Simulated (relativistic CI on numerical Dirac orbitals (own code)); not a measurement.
# Line list: Electric-dipole lines, Zr³⁺

Calculated at this level of theory: Dirac-Coulomb-Breit CI, KLI orbitals optimised for each configuration, model QED (radiative potential, 1s self-energy scaled to tabulated hydrogen-like ionisation energies), valence Slater integrals scaled by 0.85, configuration energies shifted to the measured levels that pair with them (semi-empirical) (own radial code, finite nucleus).

Configurations in the expansion (outside the closed core [Ar] 3d10): 4s²4p⁶4d, 4s²4p⁶5s, 4s²4p⁶5p, 4s²4p⁶5d, 4s²4p⁶6s, 4s²4p⁶4f, 4s²4p⁶6p, 4s²4p⁶6d, 4s²4p⁶7s, 4s²4p⁶5f, 4s²4p⁶5g, 4s²4p⁶7p, 4s²4p⁶6f, 4s²4p⁶8s, 4s²4p⁵4d², 4s²4p⁴4d³, 4s²4p⁵4d4f, 4s4p⁶4d², 4s²4p⁵4d5s. Levels of other configurations are missing.

```
λ vac (Å)                 Lower                 Upper   A (s⁻¹)  E lower (cm⁻¹)  E upper (cm⁻¹)
   628.66    4s²4p⁶4d ²D3/2 [1]   4s²4p⁶4f ²F°5/2 [9]  4.96e+09             0.0        159068.6
   633.17    4s²4p⁶4d ²D5/2 [2]  4s²4p⁶4f ²F°7/2 [10]  5.40e+09          1150.5        159085.1
   1201.2    4s²4p⁶4d ²D5/2 [2]   4s²4p⁶5p ²P°3/2 [5]  1.21e+09          1150.5         84401.7
   1219.0    4s²4p⁶4d ²D3/2 [1]   4s²4p⁶5p ²P°1/2 [4]  1.30e+09             0.0         82036.2
   1285.9    4s²4p⁶5d ²D3/2 [6]  4s²4p⁶6f ²F°5/2 [22]  3.50e+08        146656.9        224421.4
   1290.5    4s²4p⁶5d ²D5/2 [7]  4s²4p⁶6f ²F°7/2 [23]  3.77e+08        146998.0        224486.7
   1468.2   4s²4p⁶5p ²P°3/2 [5]    4s²4p⁶6s ²S1/2 [8]  1.18e+09         84401.7        152513.0
   1547.5   4s²4p⁶5p ²P°1/2 [4]    4s²4p⁶5d ²D3/2 [6]  1.82e+09         82036.2        146656.9
   1597.5   4s²4p⁶5p ²P°3/2 [5]    4s²4p⁶5d ²D5/2 [7]  2.07e+09         84401.7        146998.0
   1606.3   4s²4p⁶5p ²P°3/2 [5]    4s²4p⁶5d ²D3/2 [6]  3.42e+08         84401.7        146656.9
   1836.4    4s²4p⁶5d ²D3/2 [6]  4s²4p⁶5f ²F°5/2 [16]  6.18e+08        146656.9        201110.5
   1846.1    4s²4p⁶5d ²D5/2 [7]  4s²4p⁶5f ²F°7/2 [17]  6.68e+08        146998.0        201166.3
   2092.2   4s²4p⁶4f ²F°5/2 [9]   4s²4p⁶5g ²G7/2 [18]  1.32e+09        159068.6        206864.3
   2092.9  4s²4p⁶4f ²F°7/2 [10]   4s²4p⁶5g ²G9/2 [19]  1.37e+09        159085.1        206864.8
   3407.7  4s²4p⁶6p ²P°3/2 [12]   4s²4p⁶7s ²S1/2 [15]  3.52e+08        170778.4        200123.7
   3581.3  4s²4p⁶6p ²P°1/2 [11]   4s²4p⁶6d ²D3/2 [13]  3.94e+08        169846.4        197769.0
   3683.5  4s²4p⁶6p ²P°3/2 [12]   4s²4p⁶6d ²D5/2 [14]  4.53e+08        170778.4        197926.6
   3752.0   4s²4p⁶6d ²D3/2 [13]  4s²4p⁶6f ²F°5/2 [22]  1.65e+08        197769.0        224421.4
   3765.0   4s²4p⁶6d ²D5/2 [14]  4s²4p⁶6f ²F°7/2 [23]  1.77e+08        197926.6        224486.7
   4205.1    4s²4p⁶5d ²D5/2 [7]  4s²4p⁶6p ²P°3/2 [12]  1.94e+08        146998.0        170778.4
   4312.3    4s²4p⁶5d ²D3/2 [6]  4s²4p⁶6p ²P°1/2 [11]  2.07e+08        146656.9        169846.4
   5474.8    4s²4p⁶6s ²S1/2 [8]  4s²4p⁶6p ²P°3/2 [12]  1.21e+08        152513.0        170778.4
   5769.2    4s²4p⁶6s ²S1/2 [8]  4s²4p⁶6p ²P°1/2 [11]  1.04e+08        152513.0        169846.4
   6437.6  4s²4p⁶7p ²P°3/2 [21]   4s²4p⁶8s ²S1/2 [24]  1.40e+08        209279.7        224813.5
   8056.9    4s²4p⁶5d ²D3/2 [6]   4s²4p⁶4f ²F°5/2 [9]  2.27e+07        146656.9        159068.6
   8273.3    4s²4p⁶5d ²D5/2 [7]  4s²4p⁶4f ²F°7/2 [10]  2.25e+07        146998.0        159085.1
   8808.2   4s²4p⁶6d ²D5/2 [14]  4s²4p⁶7p ²P°3/2 [21]  6.82e+07        197926.6        209279.7
   9064.2   4s²4p⁶6d ²D3/2 [13]  4s²4p⁶7p ²P°1/2 [20]  7.17e+07        197769.0        208801.3
  10921.8   4s²4p⁶7s ²S1/2 [15]  4s²4p⁶7p ²P°3/2 [21]  3.76e+07        200123.7        209279.7
  11523.9   4s²4p⁶7s ²S1/2 [15]  4s²4p⁶7p ²P°1/2 [20]  3.24e+07        200123.7        208801.3
```

Terms are leading LS components. Brackets give the number of a level in order of energy, since labels repeat. The list gives strong lines, with weight on those to low levels, without configurations that were not tied to measured data, without lines whose two gauges differ by over a factor of 2.5, among the lowest 61 of 482 levels, so that lines to higher ones, which can be the strongest, are missing, and without lines across small gaps between configurations, and without 18 lines that miss the measured interval by over 3.5 %, start from a term whose rates miss tabulated ones by over 60 %, have gauges far apart or, lacking measured levels, span too small a gap for the errors found; lines with a level outside our table were not tested and can miss by more. Levels whose partners in the same complex of configurations lie outside the list can be far off, and so can their lines. Rates are taken at the computed energies, electric ones in the length gauge.

Configurations whose levels could be paired with our table of measured levels were shifted onto them, all but the ground configuration, by the median error of their levels; single terms can still be off by 1,000 to 2,000 cm⁻¹ or more, and rates follow the energies as ν³ (E1, M1) or ν⁵ (E2). The others borrow a shift and can be off by several thousand cm⁻¹ or more. The fine structure of a lone outer electron comes out too small, for d and f at times inverted, and misplaced configurations move strength between like terms. 23 of the 31 excited levels that our extract of the measured tables holds in this range could be paired (the sources list more); they are missed by 16 cm⁻¹ on average and 100 at most, after the shifts were fitted to these levels, and levels without a partner can miss by more.

LS names give the leading component of a level, which can be under half, so a name can repeat, a term be missing and a line seem to break the LS rules.
